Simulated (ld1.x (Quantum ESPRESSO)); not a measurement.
# Transferability test, TM potential for Ce (Z = 58)

* Element: Ce
* Generator: ld1.x (Quantum ESPRESSO) 7.5
* Type: norm-conserving Troullier–Martins (Kleinman–Bylander form)
* Functional: PBEsol
* Relativity: scalar-relativistic
* Frozen core: [Kr] 4d10 5s2
* Valence charge: 10
* Reference configuration: 4f1 5p6 5d1 6s1 6p0 (charge +1)
* Partial waves: 5p (bound): rc 2.20 bohr; 5d (bound): rc 2.80 bohr; 4f (bound): rc 1.40 bohr; 6s (bound): rc 3.30 bohr
* Local potential: the s channel
* Core correction: a·sin(br)/r model core inside 0.75 bohr

Energies are relative to the spin-unpolarised reference configuration 4f1 5p6 5d1 6s1 6p0; without spin polarisation the order of configurations can differ from experiment.

(1) Give the all-electron excitation energy and the error of the potential for: 4f1 5p6 5d1 6s2 6p0; 4f1 5p6 5d1 6s0 6p0; 4f1 5p6 5d0 6s0 6p0; 4f1 5p6 5d2 6s0 6p0; 4f0 5p6 5d0 6s0 6p0; 4f0 5p6 5d2 6s1 6p0; 4f2 5p6 5d0 6s1 6p0.

Levels in the configuration 4f0 5p6 5d0 6s0 6p0:

```tsv
level	all-electron (eV)	pseudo (eV)
5p	-60.088	-60.839
```

Results:

(1)

```csv
valence configuration,charge,ΔE all-electron (eV),error AE − PS (meV)
4f1 5p6 5d1 6s2 6p0,0,-6.103,+1.5
4f1 5p6 5d1 6s0 6p0,+2,11.037,-9.5
4f1 5p6 5d0 6s0 6p0,+3,30.174,-39
4f1 5p6 5d2 6s0 6p0,+1,0.152,-47
4f0 5p6 5d0 6s0 6p0,+4,67.996,-891
4f0 5p6 5d2 6s1 6p0,+1,5.198,-682
4f2 5p6 5d0 6s1 6p0,+1,-0.782,-830
```

These tests converged, but a pseudo level misses the all-electron one widely, so the file describes the atom poorly there or has found another state: 4f0 5p6 5d0 6s0 6p0: empty 6p by 2.6 eV (a node warning on the way); 4f2 5p6 5d0 6s1 6p0: 4f by 1.6 eV.
